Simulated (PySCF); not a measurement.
# Tin: a sound run and one with changed settings

Sound run: Sn [Kr] 4d10 5s2 5p2, Sn+ [Kr] 4d10 5s2 5p1. All numbers are calculated (PySCF 2.14, a scalar-relativistic core potential, in cc-pVDZ-PP with ECP28MDF (4s3p2d, 23 functions)). The sound run starts from symmetry-adapted Hartree-Fock orbitals and uses a fine grid where one is needed.

A second run was set up differently.

```json
{"species": "Sn", "method": "UHF", "sound run (hartree)": "-213.33481", "changed run (hartree)": "-213.33481", "converged": "yes"}
{"species": "Sn", "method": "PBE0", "sound run (hartree)": "-214.25280", "changed run (hartree)": "-213.55134", "converged": "yes"}
{"species": "Sn", "method": "PBE", "sound run (hartree)": "-214.24247", "changed run (hartree)": "-213.30080", "converged": "yes"}
{"species": "Sn+", "method": "UHF", "sound run (hartree)": "-213.08277", "changed run (hartree)": "-213.08277", "converged": "yes"}
{"species": "Sn+", "method": "PBE0", "sound run (hartree)": "-213.98435", "changed run (hartree)": "-213.27678", "converged": "yes"}
{"species": "Sn+", "method": "PBE", "sound run (hartree)": "-213.97602", "changed run (hartree)": "-213.02636", "converged": "yes"}
```

Ionisation energy of Sn:

| method | sound run (eV) | changed run (eV) |
| --- | --- | --- |
| UHF | 6.858 | 6.858 |
| PBE0 | 7.305 | 7.471 |
| PBE | 7.251 | 7.468 |

(1) What was changed?
A. a valence shell is frozen
B. level shift left on
C. radial grid too coarse
D. all electrons correlated in a valence basis

## Answers

(1) C. It used radial step 0.8 in ln r (0.13 in the sound run). A coarse radial grid mis-integrates the density and the exchange-correlation energy, with errors of either sign; Hartree-Fock needs no grid.
